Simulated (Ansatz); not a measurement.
Species: C₆H₁₃, net charge 0, doublet state. It need not be the lowest isomer of its formula. 
Structure (B3LYP-D3(BJ)/def2-TZVP (Ansatz, an electronic-structure program) minimum search):
SMILES: [CH2]C(CC)CC
```xyz
19

C      2.5509     0.0600    -0.3815
C      1.1358     0.4569    -0.7876
C      0.0259    -0.1986     0.0714
C      0.1351     0.1936     1.5035
C     -1.3579     0.1426    -0.5051
C     -2.5033    -0.6164     0.1575
H      2.7752     0.3763     0.6385
H      3.2914     0.5140    -1.0425
H      2.6827    -1.0240    -0.4298
H      1.0240     1.5442    -0.7313
H      0.9633     0.1796    -1.8323
H      0.1673    -1.2845    -0.0043
H      0.7091    -0.3838     2.2140
H     -0.2687     1.1424     1.8365
H     -1.3522    -0.0681    -1.5785
H     -1.5212     1.2212    -0.4050
H     -2.3726    -1.6956     0.0449
H     -2.5538    -0.4012     1.2264
H     -3.4642    -0.3491    -0.2860
```
Charge 0, spin multiplicity 2.

Computed values are from Ansatz. Valence correlation only, unless marked. Open shells are spin-unrestricted. Spin-orbit coupling is left out. No relativistic terms. CBS(X,Y): correlation extrapolated as X^-3; Hartree-Fock from the larger set. The bracket is a focal-point correction in the basis named.

Question: What is the dipole moment at CCSD(T)/aug-cc-pVDZ?

Answer: 0.28 D.

Question: What is the total energy at RI-MP2/CBS(cc-pVTZ,cc-pVQZ)+[CCSD(T)-MP2]/cc-pVTZ?

Answer: -236.0857 Eh.

Question: What is the atomisation energy De at RI-MP2/CBS(cc-pVTZ,cc-pVQZ)+[CCSD(T)-MP2]/cc-pVTZ?

Answer: 1781.0 kcal/mol.

Question: What is the T1 diagnostic at CCSD/cc-pVTZ?

Answer: 0.010.
